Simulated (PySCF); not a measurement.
Isomers of C7H6O3.

All values: PBE0/pcSseg-1 (PySCF) at GFN2-xTB geometries, gas phase, one conformer each.

(1) Rank by the lowest Hirshfeld charge on any atom, lowest value first.
A. `[O:1]=[C:2]([OH:3])[c:4]1[cH:5][cH:6][cH:7][c:8]([OH:9])[cH:10]1` with O1–C2–O3–H 0°, O1–C2–C4–C5 180°, C7–C8–O9–H 180° (3-hydroxybenzoic acid)
B. `[O:1]=[C:2]1[CH2:3][O:4][C@H:5]1[c:6]1[cH:7][cH:8][cH:9][o:10]1` with O4–C5–C6–C7 44°
C. `[CH3:1][O:2][C:3]1=[CH:4][C:5](=[O:6])[CH:7]=[CH:8][C:9]1=[O:10]` with C1–O2–C3–C4 180° (methoxybenzoquinone)

(2) Rank by dipole moment, lowest first.
A. `[CH3:1][C:2]#[C:3]/[CH:4]=[C:5](/[CH:6]=[O:7])[C:8](=[O:9])[OH:10]` with C4–C5–C6–O7 0°, C4–C5–C8–O9 0°, C5–C8–O10–H 180°
B. `[O:1]=[C:2]([OH:3])[C@:4]12[CH:5]=[CH:6][C@H:7]([CH:8]=[CH:9]1)[O:10]2` with O1–C2–O3–H 0°, O1–C2–C4–C5 60°
C. `[CH3:1][O:2][C:3]1=[CH:4][C:5](=[O:6])[CH:7]=[CH:8][C:9]1=[O:10]` with C1–O2–C3–C4 180°
D. `[O:1]=[C:2]1[CH2:3][O:4][C@H:5]1[c:6]1[cH:7][cH:8][cH:9][o:10]1` with O4–C5–C6–C7 44°
E. `[O:1]=[C:2]([OH:3])[c:4]1[cH:5][cH:6][cH:7][c:8]([OH:9])[cH:10]1` with O1–C2–O3–H 0°, O1–C2–C4–C5 180°, C7–C8–O9–H 180° (3-hydroxybenzoic acid)

(3) Rank by HOMO–LUMO gap, highest first.
A. `[O:1]=[C:2]([OH:3])[C@:4]12[CH:5]=[CH:6][C@H:7]([CH:8]=[CH:9]1)[O:10]2` with O1–C2–O3–H 0°, O1–C2–C4–C5 60°
B. `[O:1]=[C:2]1[CH2:3][O:4][C@H:5]1[c:6]1[cH:7][cH:8][cH:9][o:10]1` with O4–C5–C6–C7 44°
C. `[O:1]=[C:2]([OH:3])[c:4]1[cH:5][cH:6][cH:7][c:8]([OH:9])[cH:10]1` with O1–C2–O3–H 0°, O1–C2–C4–C5 180°, C7–C8–O9–H 180° (3-hydroxybenzoic acid)
D. `[CH3:1][C:2]#[C:3]/[CH:4]=[C:5](/[CH:6]=[O:7])[C:8](=[O:9])[OH:10]` with C4–C5–C6–O7 0°, C4–C5–C8–O9 0°, C5–C8–O10–H 180°
E. `[CH3:1][O:2][C:3]1=[CH:4][C:5](=[O:6])[CH:7]=[CH:8][C:9]1=[O:10]` with C1–O2–C3–C4 180° (methoxybenzoquinone)

## Answers

(1) A (-0.273 e), C (-0.228 e), B (-0.217 e).

(2) E (0.80 D), D (1.17 D), B (1.52 D), C (2.51 D), A (3.29 D).

(3) A (5.78 eV), B (5.56 eV), C (5.42 eV), D (4.68 eV), E (3.81 eV).

All values together:

```json
{"SMILES": "O=C(O)[C@]12C=C[C@H](C=C1)O2", "μ (D)": "1.52", "HOMO (eV)": "-6.80", "LUMO (eV)": "-1.02", "lowest IAO charge (e)": "-0.472 (O)", "highest IAO charge (e)": "+0.535 (C)", "lowest Hirshfeld charge (e)": "-0.276 (O)", "highest Hirshfeld charge (e)": "+0.213 (C)"}
{"SMILES": "O=C(O)c1cccc(O)c1", "μ (D)": "0.80", "HOMO (eV)": "-6.93", "LUMO (eV)": "-1.51", "lowest IAO charge (e)": "-0.481 (O)", "highest IAO charge (e)": "+0.525 (C)", "lowest Hirshfeld charge (e)": "-0.273 (O)", "highest Hirshfeld charge (e)": "+0.206 (C)"}
{"SMILES": "COC1=CC(=O)C=CC1=O", "μ (D)": "2.51", "HOMO (eV)": "-7.42", "LUMO (eV)": "-3.61", "lowest IAO charge (e)": "-0.400 (O)", "highest IAO charge (e)": "+0.346 (C)", "lowest Hirshfeld charge (e)": "-0.228 (O)", "highest Hirshfeld charge (e)": "+0.148 (C)"}
{"SMILES": "CC#C/C=C(/C=O)C(=O)O", "μ (D)": "3.29", "HOMO (eV)": "-7.49", "LUMO (eV)": "-2.81", "lowest IAO charge (e)": "-0.487 (O)", "highest IAO charge (e)": "+0.515 (C)", "lowest Hirshfeld charge (e)": "-0.265 (O)", "highest Hirshfeld charge (e)": "+0.198 (C)"}
{"SMILES": "O=C1CO[C@H]1c1ccco1", "μ (D)": "1.17", "HOMO (eV)": "-6.72", "LUMO (eV)": "-1.16", "lowest IAO charge (e)": "-0.417 (O)", "highest IAO charge (e)": "+0.382 (C)", "lowest Hirshfeld charge (e)": "-0.217 (O)", "highest Hirshfeld charge (e)": "+0.164 (C)"}
```

Conformers: `[O:1]=[C:2]([OH:3])[C@:4]12[CH:5]=[CH:6][C@H:7]([CH:8]=[CH:9]1)[O:10]2` with O1–C2–O3–H 0°, O1–C2–C4–C5 60°; `[O:1]=[C:2]([OH:3])[c:4]1[cH:5][cH:6][cH:7][c:8]([OH:9])[cH:10]1` with O1–C2–O3–H 0°, O1–C2–C4–C5 180°, C7–C8–O9–H 180°; `[CH3:1][O:2][C:3]1=[CH:4][C:5](=[O:6])[CH:7]=[CH:8][C:9]1=[O:10]` with C1–O2–C3–C4 180°; `[CH3:1][C:2]#[C:3]/[CH:4]=[C:5](/[CH:6]=[O:7])[C:8](=[O:9])[OH:10]` with C4–C5–C6–O7 0°, C4–C5–C8–O9 0°, C5–C8–O10–H 180°; `[O:1]=[C:2]1[CH2:3][O:4][C@H:5]1[c:6]1[cH:7][cH:8][cH:9][o:10]1` with O4–C5–C6–C7 44°.
